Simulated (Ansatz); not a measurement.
Harmonic frequencies (cm⁻¹) at PBE0-D4/def2-TZVP from Ansatz: 114, 194, 299, 469, 500, 590, 766, 799, 834, 958, 1206, 1944, 1964, 2591, 2690.

Question: Which molecule is it?
A. `SC1[SiH2]S1`
B. `B/N=C(/F)S`
C. `B[O][Al]([Cl])[Cl]`
D. `B[S][AlH2]`

Answer: D.
